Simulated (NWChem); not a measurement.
C₂H₅BO₃; SMILES O=CB(O)CO

```xyz
11

O      0.7038     2.2005     0.0645
C      0.8653     0.9860     0.1290
B     -0.4572     0.0552     0.0082
O     -1.5926     0.7652    -0.1452
C     -0.4550    -1.5192     0.0974
O      0.8488    -2.1058    -0.0745
H      1.8884     0.5814     0.2732
H     -1.3435     1.7155    -0.1431
H     -0.7698    -1.8056     1.1121
H     -1.2003    -1.9807    -0.5712
H      1.0830    -2.0311    -1.0115
```
Atoms are numbered in this order, from 1.

Level: B3LYP/6-31G* (spherical d) (NWChem), optimised geometry, unscaled harmonic frequencies. 

```
frequency (cm⁻¹)  IR intensity (km/mol)
----------------  ---------------------
58                                  5.8
133                                 7.4
160                                14.8
273                                23.9
292                               126.3
376                                 7.7
451                                 4.7
549                                17.9
731                                46.6
765                                14.8
858                                61.8
980                                43.3
999                               119.2
1065                               11.3
1157                               46.5
1282                              147.4
1317                               74.3
1397                               52.4
1405                               11.4
1466                               78.5
1482                               13.9
1751                               48.2
2949                               94.9
2998                               38.0
3045                               18.3
3555                               76.5
3749                               13.6
```

The zero-point energy comes out as 50.4 kcal/mol, the thermal correction to the enthalpy at 298.15 K (with zero-point energy) is 55.4 kcal/mol and the heat capacity Cv is 23.2 cal/(mol K). The entropy at 298.15 K and 1 atm (symmetry number 1) is 82.8 cal/(mol K) and the dipole moment comes out as 1.19 D.

Rigid rotor and harmonic oscillator; modes under 100 cm⁻¹ make the entropy uncertain.
